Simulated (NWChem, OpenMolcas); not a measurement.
OpenMolcas → NWChem

This OpenMolcas 26.06 job computes C2HBF2 (SMILES C#CB(F)F):

test.inp:
```
&GATEWAY
  BASLIB = $CurrDir
  COORD
  6
  angstrom
  C       -0.883700       0.450800       1.253400
  C       -0.218600       0.106200       0.311700
  B        0.622000      -0.329200      -0.878400
  F        0.153600      -1.179500      -1.766600
  F        1.841700       0.131700      -1.054100
  H       -1.473000       0.756000       2.087900
  BASIS = 3-21G
  GROUP = NoSym

&SEWARD

&SCF
  THRESHOLDS = 1e-10 1e-07 1e-07 1e-05
  PRORBITALS = 0

&ALASKA
```

```bash
$ export MOLCAS_MEM=1860
$ pymolcas test.inp > test.log
```

(Basis files named in the input come from the Basis Set Exchange and aren't shown.)

The coordinates come from a PBE0-D4/def2-TZVP relaxation.

The shape isn't stationary at this level (largest force 1.7 eV/Å).

It gives a total energy of -298.345178 Eh.

Task: How is this level of theory, on these atoms, set up in NWChem 7.3.0 as an ASE script?

Result: This input was run:

run.py:
```python
from ase import Atoms
from ase.calculators.nwchem import NWChem

mol = Atoms(['C', 'C', 'B', 'F', 'F', 'H'], positions=[
    [-0.883700, 0.450800, 1.253400],
    [-0.218600, 0.106200, 0.311700],
    [0.622000, -0.329200, -0.878400],
    [0.153600, -1.179500, -1.766600],
    [1.841700, 0.131700, -1.054100],
    [-1.473000, 0.756000, 2.087900],
])

calc = NWChem(
    label='c2hbf2',
    theory='scf',
    memory='2200 mb',
    basis='3-21G',
    basispar='spherical bse',
    scf={'nopen': '0', 'rhf': None, 'thresh': '1e-08', 'maxiter': '80'},
)
mol.calc = calc

forces = mol.get_forces()
print("Total energy (eV):", round(mol.get_potential_energy(), 6))
print("forces (eV/A):")
for s, f in zip(mol.symbols, forces):
    print(f"{s:2s} {f[0]:10.5f} {f[1]:10.5f} {f[2]:10.5f}")
print("dipole (e A):", mol.get_dipole_moment().round(4))
```

```bash
$ export ASE_NWCHEM_COMMAND="nwchem PREFIX.nwi > PREFIX.nwo"
$ python run.py
```

Its energy is -298.345178 Eh, the same as the first but for the last digit, at most.
